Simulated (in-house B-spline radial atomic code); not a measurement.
Mn²⁺. Computed with a B-spline radial atomic code. Model: non-relativistic spherical atom: semilocal Troullier-Martins pseudo-atom, one channel per l, against all electrons, high spin, G0W0 and RPA with empty states to l = 8, local potential for every l without a channel, a model core (radius 0 = none) keeps its share of the functional.

What the tables leave out is listed at the end.

The pseudopotential gives back the lowest level of each angular momentum of its own functional in the configuration it was made in; a second state of the same l is only approximately right. Exact exchange, RPA and GW see the smooth pseudo-orbitals and miss the exchange with the core, for which the functional's share stands in. The column with an uncorrelated core keeps all orbitals and exact exchange, and so separates missing core correlation from pseudisation. Only the three outermost levels and the lowest empty one were computed. RPA here is direct RPA, with no exchange kernel, and its energies carry an (l + 1/2)⁻⁴ tail. A hybrid on a potential with a model core restores only its own semilocal share of the core's exchange.

Command:
```bash
python run_psgw.py task.json out
```
Settings (lengths in bohr, energies in hartree):
```
Z                      25
electrons              23
configuration          [Ar] 3d5
generated_in           [Ar] 3d5
functional             pbe,pbe
core_shells            3
radius_factor          1
core_correction        False
```

Time taken, with all properties: 31 s on 1 thread of Arm Neoverse N1, with other jobs on the host.

Given: made with PBE; model core radius 0 bohr; local radius 0.972 bohr; mean-field start PBE.

Valence shells of the generating configuration: 3s, 3p, 3d.

Channel: s 0.742, p 0.756, d 2.277 (radii in bohr).

Computed: largest level miss in the spin-unpolarised generating configuration 0.001 eV; valence RPA correlation energy all-electron orbitals -0.81962 hartree; valence RPA correlation energy pseudo -0.76116 hartree; all-electron RPA polarisability, core included 3.6265 bohr³.

| level | occupied | mean-field all-electron (eV) | mean-field pseudo minus all (eV) | G0W0 all-electron (eV) | G0W0 uncorrelated core minus all (eV) | G0W0 pseudo minus all (eV) | exchange self-energy all-electron (eV) | exchange self-energy pseudo (eV) |
| --- | --- | --- | --- | --- | --- | --- | --- | --- |
| 3d up | 1 | -26.038 | -0.213 | -33.663 | 0.109 | -0.171 | -40.34 | -35.326 |
| 3p down | 1 | -68.417 | -0.214 | -76.39 | 0.133 | -1.002 | -43.976 | -39.141 |

What is the pseudo-atom RPA polarisability?

3.6765 bohr³.

Given: mean-field start PBE0.

Computed: valence RPA correlation energy all-electron orbitals -0.78044 hartree; valence RPA correlation energy pseudo -0.72747 hartree; pseudo-atom RPA polarisability 3.1274 bohr³.

| level | occupied | mean-field all-electron (eV) | mean-field pseudo minus all (eV) | G0W0 all-electron (eV) | G0W0 uncorrelated core minus all (eV) | G0W0 pseudo minus all (eV) | exchange self-energy all-electron (eV) | exchange self-energy pseudo (eV) |
| --- | --- | --- | --- | --- | --- | --- | --- | --- |
| 3d up | 1 | -28.448 | -0.084 | -33.995 | 0.113 | -0.015 | -40.615 | -35.509 |
| 3p down | 1 | -71.233 | -0.428 | -76.86 | 0.14 | -1.056 | -43.863 | -39.144 |
| 4s up (empty) | 0 | -18.474 | -0.066 | -15.632 | 0.013 | -0.152 | -3.4374 | -2.8973 |

What is the all-electron RPA polarisability, core included?

3.0174 bohr³.

Given: mean-field start Hartree-Fock.

Computed: valence RPA correlation energy all-electron orbitals -0.68867 hartree; valence RPA correlation energy pseudo -0.64634 hartree; all-electron RPA polarisability, core included 2.103 bohr³.

| level | occupied | mean-field all-electron (eV) | mean-field pseudo minus all (eV) | G0W0 all-electron (eV) | G0W0 uncorrelated core minus all (eV) | G0W0 pseudo minus all (eV) | exchange self-energy all-electron (eV) | exchange self-energy pseudo (eV) |
| --- | --- | --- | --- | --- | --- | --- | --- | --- |
| 3d up | 1 | -35.059 | 0.425 | -34.462 | 0.113 | 0.04 | -41.093 | -35.795 |
| 3p down | 1 | -78.162 | -1.106 | -77.373 | 0.144 | -1.228 | -43.492 | -39.142 |
| 4s up (empty) | 0 | -14.582 | -0.142 | -15.315 | 0.009 | -0.206 | -2.4914 | -2.2102 |

What is the pseudo-atom RPA polarisability?

2.2839 bohr³.

Among the listed levels the largest G0W0 shift of the pseudo-atom is -1.23 eV, for 3p down on the Hartree-Fock start, while leaving the core uncorrelated moves that level by +0.14 eV. So pseudisation and the lost core exchange, not the missing core correlation, make the error. Not in the tables (levels of low weight, unsolved or above zero; the highest and the empty levels are kept at any weight): on PBE the G0W0 levels 3p up (pseudo minus all -0.73 eV, weights 0.12 and 0.13), 3d down (pseudo minus all +0.46 eV, weights 0.44 and 0.56); on PBE0 the G0W0 levels 3p up (pseudo minus all -0.58 eV, weights 0.39 and 0.40); on Hartree-Fock the G0W0 levels 3p up (pseudo minus all -1.59 eV, weights 0.73 and 0.37).
